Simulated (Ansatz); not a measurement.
The first iterations of a band of GaH₃O (5 atoms, charge 0, multiplicity 1).

Method: Ansatz 0.2.0, RKS BLYP-D4/def2-TZVP.

| Item | Value |
| --- | --- |
| movable images | 5 |
| climbing image | yes |
| spring | 5.0 eV/Å² |
| optimiser | quadratic models (default) |
| start path | through a guess of the saddle point |
| force threshold | 0.03 eV/Å |
| iteration limit | 60 |
| end points | relaxed |

First end point:

```xyz
5
Properties=species:S:1:pos:R:3
Ga -0.517 0.225 0.018
O 1.155 -0.323 0.486
H -0.995 -0.077 -1.451
H -1.267 0.945 1.188
H 1.624 -0.770 -0.240
```

Last end point:

```xyz
5
Properties=species:S:1:pos:R:3
Ga -0.982 1.450 0.270
O 0.714 -0.227 -0.655
H 0.414 -0.870 -1.322
H -0.600 0.236 1.482
H 0.455 -0.589 0.225
```

| iteration | highest image above the first end (eV) | largest band force component (eV/Å) |
| --- | --- | --- |
| 1 | 10.301 | 52.214 |
| 2 | 5.503 | 23.419 |
| 3 | 2.541 | 11.664 |
| 4 | 2.292 | 5.594 |
| 5 | 1.942 | 2.873 |
| 6 | 1.767 | 2.187 |
| 7 | 2.097 | 4.723 |
| 8 | 1.882 | 1.609 |

Q: Does the band converge within its limit, and where does its top end?

A: The run converged. It ended after 26 iterations with the highest image 2.245 eV above the first end. Neighbouring images differ by up to 1.5 eV, so the band resolves the path poorly. A vibrational analysis at the climbing image gives one clearly imaginary mode, 1259i cm⁻¹: a first-order saddle point. The orbitals stay closed-shell, which can raise the energy where a bond breaks towards radicals; this wasn't checked here.

The run took 3.4 min on 2 threads of Arm Neoverse N1, on a shared host, peak memory 0.14 GiB.
